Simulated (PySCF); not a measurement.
These are PySCF with PBE-D3(BJ)/def2-TZVP // B3LYP-D3(BJ)/def2-SVP values and carry that method's errors. All species are isolated molecules in the gas phase. One relaxed conformer stands for a flexible species; it need not be the lowest. 

Reference species (SMILES): `C[O][Sn]([O]C)([O]C)[O]C` (neutral, multiplicity 1).

| Property | Value |
|---|---|
| LUMO | -2.75 eV |
| HOMO | -6.33 eV |

Changed species: `[SnH4]` (4 of 4 OCH3 replaced by H; the reference has 0 of 4 OCH3 replaced by H).

Q: Give the shifts of the LUMO and HOMO.

A: the LUMO increases by 2.35 eV, to -0.40 eV; the HOMO falls by 1.59 eV, to -7.92 eV.
